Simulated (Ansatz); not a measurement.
Born–Oppenheimer molecular dynamics of a periodic cell of 17 atoms, Ba$_{16}$H (host Ba, host structure bcc, interstitial H). It goes on from the last frame of an earlier run, with new velocities.

These are results of DFT PBEsol, scalar-relativistic, plane waves, PAW (Ansatz), not measurements. Settings: accuracy low, cutoff 420 eV, k mesh 2x2x2, fermi-dirac smearing 0.05 eV, no spin polarisation.

| Quantity | Value |
| --- | --- |
| ensemble | NVE (velocity Verlet) |
| time step | 0.5 fs |
| steps asked | 260 |
| starting velocities drawn for | 2100 K |
| seed | 562142 |

First frame:

```xyz
17
Lattice="10.0400 0.0000 0.0000 0.0000 10.0400 0.0000 0.0000 0.0000 10.0400" Properties=species:S:1:pos:R:3
Ba -0.223 0.091 -0.028
Ba 4.572 0.096 0.331
Ba 0.006 4.732 0.311
Ba 0.259 0.129 5.222
Ba 3.060 2.315 2.388
Ba 4.630 5.009 -0.185
Ba 4.823 -0.774 5.047
Ba 7.248 2.549 2.838
Ba 0.507 5.236 4.925
Ba 2.468 7.787 2.210
Ba 2.556 2.484 7.508
Ba 4.624 5.132 4.555
Ba 7.773 8.038 2.412
Ba 7.296 2.435 7.008
Ba 2.685 7.565 7.781
Ba 7.936 7.409 7.932
H 2.160 6.647 -0.125
```

Q: What does the run give?

A: All steps were run.

- steps done: 260
- time covered: 130 fs
- mean temperature over the second half: 1541 K
- spread of the potential energy over the second half: 25.3 meV per atom
- mean potential energy of the second half above the start: 68.0 meV per atom

The conserved energy stayed within 0.025 meV per atom of its start (net change 0.015 meV per atom), so the integration is sound. A run of 0.13 ps of so small a system gives no equilibrium averages. Limits of this set-up: coarse k mesh, odd electron count without spin, a small cell, in which the defect meets its images, a typed lattice constant that wasn't relaxed here, low accuracy level.

Q: What happens to the structure?

A: Mean squared displacements from the first frame to the last, about the centre of mass: Ba 0.47 Å², H 10.28 Å². This is one draw of velocities; another would differ in detail.

Q: How do temperature and energy run in time?

A: 
| time (fs) | T (K) | potential energy less start (eV) | conserved less start (meV/atom) |
| --- | --- | --- | --- |
| 0 | 2100 | 0.000 | 0.00 |
| 10.5 | 2181 | -0.168 | 0.00 |
| 21 | 2101 | -0.003 | 0.01 |
| 31.5 | 2122 | -0.046 | 0.00 |
| 42 | 1956 | 0.298 | 0.02 |
| 52.5 | 2031 | 0.143 | 0.00 |
| 63 | 1913 | 0.387 | 0.01 |
| 73.5 | 1736 | 0.754 | 0.01 |
| 84 | 1756 | 0.712 | -0.01 |
| 94.5 | 1578 | 1.081 | 0.01 |
| 105 | 1433 | 1.380 | 0.01 |
| 115.5 | 1371 | 1.507 | 0.01 |
| 126 | 1211 | 1.838 | 0.01 |

Time of the run: 29 min on 4 threads of Intel(R) Xeon(R) Platinum 8259CL CPU @ 2.50GHz (Skylake/Cascade Lake), on a shared host, peak memory 3.4 GiB.
